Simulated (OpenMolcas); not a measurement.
A run on Ir4+ among 5 point charges of -2 e arranged as a square pyramid (C4v), 1.62 Å from the ion, with the axial distance 1.636 Å.

```json
{
  "Program": "OpenMolcas",
  "Method": "SS-CASPT2, IPEA 0.25 Eh, imaginary shift 0.1 Eh (closed shells correlated: 4f 5s 5p)",
  "Basis": "ANO-RCC-VDZP [7s6p4d2f]",
  "Scalar Hamiltonian": "DKH2, point nucleus",
  "Active space": "5 electrons in 5 orbitals (5d)",
  "State averaging": "2S+1 = 6 even, 1 root; 2S+1 = 4 even, 24 roots; 2S+1 = 2 even, 75 roots",
  "Spin-orbit coupling": "state interaction with AMFI integrals over the reference wave functions"
}
```

First CASPT2 step and the start of its output:

```
&CASPT2
Multistate=1 1
Frozen=23
IPEA=0.25
Imaginary=0.1
MaxIter=60
WThr=0.0 0.3 0.05
PrWF=0.5
NoMix
```

```
--- CASPT2 ---
Orbital specifications:
      -----------------------

      Symmetry species                           1
                                                 a
      Frozen orbitals                           23
      Inactive orbitals                         11
      Active orbitals                            5
      Secondary orbitals                        20
      Deleted orbitals                           0
      Number of basis functions                 59
Type of calculation                        SS-CASPT2
      Fock operator                              state-specific
      IPEA shift                                 0.25
      Real shift                                 0.00
      Imaginary shift                            0.10
      The input orbitals will be transformed to quasi-canonical
Reference energy:      -17820.6255860827
      E2 (Non-variational):      -0.2370809109
      Shift correction:          -0.0001183631
      E2 (Variational):          -0.2371992741
      Total energy:          -17820.8627853568
      Residual norm:              0.0000001302
      Reference weight:           0.95579
      Contributions to the CASPT2 correlation energy
      Active & Virtual Only:         -0.0347446007
      One Inactive Excited:          -0.1004888343
      Two Inactive Excited:          -0.1018474760
::    CASPT2 Root  1     Total energy: -17820.86278536
--- CASPT2 ---
Orbital specifications:
      -----------------------

      Symmetry species                           1
                                                 a
      Frozen orbitals                           23
      Inactive orbitals                         11
      Active orbitals                            5
      Secondary orbitals                        20
...
```

Over all roots the printed reference weights run from 0.17 to 0.96, and roots that are degenerate in the reference spread by up to 0.061 cm-1.

Question: Did the run give usable levels, and if not, why?

Answer: No. The equations converged, but the reference weight falls to 0.17 for at least one root against 0.96 for the best. A drop of that size marks an intruder state, so the energies of such roots and the levels built on them can't be trusted.
